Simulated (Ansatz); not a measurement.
Consider the formal exchange of groups at the Si–O bond: `O[SiH2][SiH](O)O` + CH₄ → `C[SiH2][SiH](O)O` + H₂O.

Gas-phase electronic energies from Ansatz, PBE0-D4/def2-TZVP geometries. CCSD(T)/CBS is the MP2 limit (def2-TZVPP, def2-QZVPP) plus CCSD(T) − MP2 in def2-TZVPP, frozen cores. This one scheme is used for every species. DFT in def2-TZVPP. One conformer a species, not always the lowest.

CCSD(T)/CBS gives +20.7 kcal/mol.

Task: Another level gave +21.4 kcal/mol. Which?
A. MP2/def2-TZVPP
B. B2PLYP/def2-TZVPP
C. PBE/def2-TZVPP
D. HF/def2-TZVPP

Result: A. MP2/def2-TZVPP 21.4, B2PLYP 22.8, PBE 20.2, HF/def2-TZVPP 24.9 kcal/mol.

Largest T1 diagnostic among the species: 0.012.

In def2-TZVPP, CCSD(T) changes the Hartree–Fock value by −3.8 kcal/mol (the triples alone add −0.4 kcal/mol) and MP2 by −3.5 kcal/mol. The D4 term adds −0.8 kcal/mol with B3LYP and −0.5 kcal/mol with PBE0; it sums over pairs of atoms, weighted by their polarisabilities, and B3LYP, whose exchange is more repulsive, gets the larger term.

CCSD(T)/CBS has its own doubt, a few kJ/mol and more with outer-core shells, so smaller differences from it don't rank the levels.

B3LYP here is the variant with VWN-RPA as its local correlation; programs differ in this.
